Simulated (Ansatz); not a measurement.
Relaxation of the cluster CdSe2⁻ with UKS PBE0-D4/def2-TZVPD.

```sh
$ ansatz run in.yaml --threads 4 --pin off --events-out ev --progress --plain --max-ram 3916MiB
```

```yaml
crystal:
  periodic: [false, false, false]
  atoms:
    - {symbol: Cd, position_ang: [-1.345170, 1.323140, -0.543610]}
    - {symbol: Se, position_ang: [1.142370, -0.612320, -0.770360]}
    - {symbol: Se, position_ang: [0.202800, -0.710820, 1.313980]}
basis:
  gaussian: {orbitals: def2-TZVPD}
total_charge: -1
magnetization: {spin_polarized: true, initial_magnetization: 1}
hamiltonian: {xc: pbe0, dispersion: d4}
scf: {lower_state_search: "off"}
output: {orbitals: {seedname: orbitals}}
relax: {f_tol: 0.02, max_steps: 100}
```

Hardware: 4 threads of Arm Neoverse V1 on a shared host. Wall time 18 s.

Positions (Å) and forces (eV/Å) at steps 1, 2, 4 of 4:

```xyz
3
step=1 energy=-135251.7859 eV
Cd   -1.345    1.323   -0.544   -0.124    0.122   -0.050
Se    1.142   -0.612   -0.770   -0.079   -0.076    0.337
Se    0.203   -0.711    1.314    0.203   -0.046   -0.287
3
step=2 energy=-135251.7941 eV
Cd   -1.360    1.338   -0.550   -0.067    0.066   -0.027
Se    1.144   -0.620   -0.755    0.066   -0.029   -0.059
Se    0.216   -0.718    1.305    0.001   -0.036    0.086
3
step=4 energy=-135251.7968 eV
Cd   -1.385    1.362   -0.560   -0.003    0.003   -0.001
Se    1.158   -0.632   -0.752    0.002   -0.002    0.000
Se    0.227   -0.730    1.312    0.001   -0.002    0.002
```

In the def2 sets Cd takes a core potential; there is no spin–orbit coupling. Another isomer (doublet) lies 0.51 eV lower at PBE0-D4/def2-TZVPD; other spin states weren't run for this one.
